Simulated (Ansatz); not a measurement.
Harmonic frequencies (cm⁻¹) at PBE0-D4/def2-TZVP from Ansatz: 76, 242, 516, 676, 898, 1064, 1306, 1410, 1439, 3018, 3089, 3126.

(1) Which molecule is it?
A. `[SH][GeH2]`•
B. `[CH2]O`•
C. `C[B]I`•
D. `[SiH2]S`•

## Answers

(1) C.
